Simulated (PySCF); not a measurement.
These are PBE-D3(BJ)/def2-TZVP (PySCF) values and carry that method's errors. Isolated molecules, 0 K electronic values unless said otherwise. One relaxed conformer stands for a flexible species; it need not be the lowest. 

Reference species (SMILES): `[NH2][Al]([NH2])[NH2]` (neutral, multiplicity 1).

* **HOMO–LUMO gap**: 4.74 eV
* **HOMO**: -5.29 eV

Changed species: `[NH2][Al]([NH2])[SH]` (N–Al–S–H torsion 162°) (1 of 3 NH2 replaced by SH; the reference has 0 of 3 NH2 replaced by SH).

Q: Give the shifts of the HOMO–LUMO gap and HOMO.

A: the HOMO–LUMO gap goes up by 0.08 eV, to 4.82 eV; the HOMO falls by 0.38 eV, to -5.67 eV.
